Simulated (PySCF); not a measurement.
Assignment exercise: C6H11F

Geometry:
```
atom   x (Å)   y (Å)   z (Å)
  F1   1.839  -0.277   1.200
  C2   1.451  -0.065  -0.114
  C3   0.578  -1.228  -0.570
  C4  -0.744  -1.251   0.194
  C5  -1.477   0.078   0.036
  C6  -0.605   1.219   0.551
  C7   0.717   1.269  -0.209
  H8   2.388  -0.034  -0.688
  H9   1.117  -2.164  -0.413
 H10   0.391  -1.113  -1.640
 H11  -0.539  -1.426   1.252
 H12  -1.364  -2.071  -0.172
 H13  -2.417   0.051   0.591
 H14  -1.714   0.244  -1.018
 H15  -1.125   2.172   0.442
 H16  -0.399   1.065   1.612
 H17   0.537   1.482  -1.265
 H18   1.354   2.057   0.197
```

- GFN2-xTB geometry
- shieldings: GIAO PBE0/pcSseg-1
- program: PySCF 2.14
- one conformer, no relativistic terms, no solvent model, rapidly exchanging positions averaged

δ = σ(ref) − σ, references computed at the same level: TMS for 13C, 1H.

Question: Assign these signals to the numbered atoms. 13C{1H} NMR (computed): δ 90.3, 35.3, 30.0, 24.3.

Answer: 
```tsv
δ (ppm)	atoms	environment	reason
90.3	C2	sp3 CH bonded to F	the inductive effect lowers its shielding
35.3	C3/C7	sp3 CH2 in a ring	saturated and bonded to C and H only
30.0	C5	sp3 CH2 in a ring	–
24.3	C4/C6	sp3 CH2 in a ring	–
```

Question: Assign these signals to the numbered atoms. 1H NMR (300 MHz, computed): δ 4.98 (m, 1H), 2.10 (m, 2H), 1.84 (m, 2H), 1.77 (m, 1H), 1.53 (m, 2H), 1.24 (m, 2H), 1.14 (m, 1H).

Answer: 
| δ (ppm) | atoms | environment | reason |
| --- | --- | --- | --- |
| 4.98 | H8 | hydrogen on an sp3 CH bonded to F | its carbon carries F, an electronegative neighbour |
| 2.10 | H9/H18 | hydrogen on an sp3 CH2 in a ring | – |
| 1.84 | H11/H16 | hydrogen on an sp3 CH2 in a ring | far from electronegative atoms and π systems |
| 1.77 | H13 | hydrogen on an sp3 CH2 in a ring | – |
| 1.53 | H12/H15 | hydrogen on an sp3 CH2 in a ring | – |
| 1.24 | H10/H17 | hydrogen on an sp3 CH2 in a ring | – |
| 1.14 | H14 | hydrogen on an sp3 CH2 in a ring | far from electronegative atoms and π systems |

H11/H16 and H13; H10/H17 and H14 lie closer than the usual error of such a calculation, so a measured spectrum could show them in the other order.

Splittings by 19F in the carbon and heteronuclear signals aren't shown, as no couplings were computed. Shifts are as computed. Against solution values, carbons near 30 ppm lie about +3 ppm off and those near 130 ppm about +5 ppm. Of 1211 compounds with measured shifts, 218 miss one by over three times the rms of a fit or turn the order of signals round; such compounds aren't used in these exercises. No couplings were computed; multiplicities are counted from neighbouring protons, with m where these are inequivalent, close in shift, in a saturated or five-membered ring or joined by F or P, and br s for small geminal =CH2 splittings.
